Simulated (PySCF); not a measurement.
SMILES c1c[se]c([SiH2]c2nccs2)c1 (C₇H₇NSSeSi) at its GFN2-xTB optimised geometry (Å):

```
18

C      2.5363     2.1238    -0.0005
C      2.8077     0.7934    -0.0012
Se     1.2739    -0.2479    -0.0010
C      0.3074     1.3602     0.0000
Si    -1.5587     1.4239     0.0000
C     -2.0595    -0.3905     0.0001
N     -1.1946    -1.3480     0.0001
C     -1.7559    -2.5748     0.0000
C     -3.1148    -2.5748     0.0000
S     -3.7073    -0.9614     0.0000
C      1.1578     2.4295     0.0001
H      3.2986     2.8858    -0.0005
H      3.7895     0.3540    -0.0019
H     -2.1162     2.0521     1.2048
H     -2.1158     2.0519    -1.2051
H     -1.1238    -3.4441     0.0000
H     -3.7895    -3.4065     0.0000
H      0.7926     3.4441     0.0007
```

Computed with PySCF 2.14.0 with B3LYP/def2-SVP.

Map of the deformation density (molecule minus spherical neutral atoms) (e/bohr³) on the plane z = 0.8 Å:

```
|22222222222222222222222222222|
|22222222222222222222222222222|
|22222222222222222222222222222|
|22222222222222222222222222222|
|22222222222222222222222222222|
|22222222222222211122222222222|
|22222222222222112111111222222|
|22222222222211112111121122222|
|22222222233211111011122122222|
|22222222498311122121111122222|
|22222222498212222101221122222|
|22222221232013211001321122222|
|22222221111012222101111112222|
|22222211122111122112212212222|
|22222211122111113332211122222|
|22223322111111114532111222222|
|22223432112122223432122222222|
|22222321000022222222222222222|
|22221221000112222222222222222|
|22221121111111222222222222222|
|22221112320011222222222222222|
|22221221211211222222222222222|
|22221221111211222222222222222|
|22222111111112222222222222222|
|22222222222222222222222222222|
|22222222222222222222222222222|
|22222222222222222222222222222|
|22222222222222222222222222222|
|22222222222222222222222222222|
```
Scale: ten equal steps from -0.017 (start of '0') to 0.051 (end of '9'), in the order '0123456789'; x runs from -6.00 to 6.00, y from -6.00 (bottom) to 6.00 (top).
